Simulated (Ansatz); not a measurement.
Reaction (formal exchange of groups at a B–C bond): `B/C=C/C` + `CC(F)S` → `BC(C)F` + `C/C=C/S`

Program: Ansatz. Geometries: PBE0-D4/def2-TZVP. ΔE: electronic, gas phase. CCSD(T)/CBS is the MP2 limit (def2-TZVPP, def2-QZVPP) plus CCSD(T) − MP2 in def2-TZVPP, frozen cores. Double bonds are as drawn, so ΔE can hold a change between cis and trans. DFT in def2-TZVPP. B3LYP here is the variant with VWN-RPA as its local correlation; programs differ in this. Each species was taken in one conformer, which may not be the lowest.

`B/C=C/C`:

Cartesian coordinates in Å:
```
B -1.517 -0.987 -1.133
C -0.836 -0.188 -0.027
C 0.485 0.058 -0.071
C 1.271 0.817 0.932
H -0.854 -1.392 -2.047
H -2.691 -1.222 -1.117
H -1.389 0.204 0.827
H 1.045 -0.331 -0.922
H 2.071 0.192 1.343
H 0.648 1.176 1.752
H 1.766 1.673 0.463
```

`CC(F)S`:

Z-matrix (Å, degrees):
```
C
C 1 1.506
H 1 1.090 2 110.4
H 1 1.092 2 110.3 3 120.3
H 1 1.092 2 109.7 3 -120.3
F 2 1.384 1 108.6 3 176.4
S 2 1.800 1 114.3 3 -59.2
H 2 1.094 1 111.4 3 58.9
H 7 1.344 2 96.1 1 -45.3
```

`BC(C)F`:

Z-matrix (Å, degrees):
```
C
C 1 1.521
F 1 1.398 2 108.5
B 1 1.555 2 113.8 3 126.9
H 1 1.104 2 108.0 3 -114.8
H 2 1.092 1 110.4 3 173.7
H 2 1.091 1 109.9 3 53.7
H 2 1.092 1 111.1 3 -66.0
H 4 1.193 1 121.7 2 -122.9
H 4 1.196 1 117.8 2 57.8
```

`C/C=C/S`:

Z-matrix (Å, degrees):
```
C
C 1 1.490
H 1 1.095 2 111.2
H 1 1.092 2 111.4 3 120.6
H 1 1.095 2 111.2 3 -118.8
C 2 1.328 1 124.0 3 -120.6
H 2 1.088 1 116.8 3 59.4
S 6 1.748 2 128.3 1 180.0
H 6 1.087 2 120.4 1 0.1
H 8 1.343 6 97.1 2 0.0
```

```tsv
level	ΔE (kJ/mol)	difference from CCSD(T)/CBS
r2SCAN-D4	41.1	-0.2
B97M-V	44.4	3.1
B3LYP-D4	40.4	-0.9
r2SCAN0-D4	41.3	0.0
ωB97X-V	39.6	-1.7
revPBE	37.8	-3.5
PBE0	39.6	-1.7
CAM-B3LYP	39.7	-1.6
HF/def2-SVP	40.5	-0.8
CCSD/def2-SVP	40.0	-1.3
CCSD(T)/def2-SVP	41.7	0.4
HF/def2-TZVPP	42.6	1.3
MP2/def2-TZVPP	42.4	1.1
SCS-MP2/def2-TZVPP	40.8	-0.5
MP2/def2-QZVPP	42.5	1.2
SCS-MP2/def2-QZVPP	41.0	-0.3
CCSD(T)/CBS	41.3	0
```

Largest T1 diagnostic among the species: 0.011.

Leaving LDA and LC-ωPBE aside and taking each functional with its dispersion term where it has one, the values, not all of them listed here, spread over 5.3 kJ/mol, from revPBE-D4 to B97M-V.
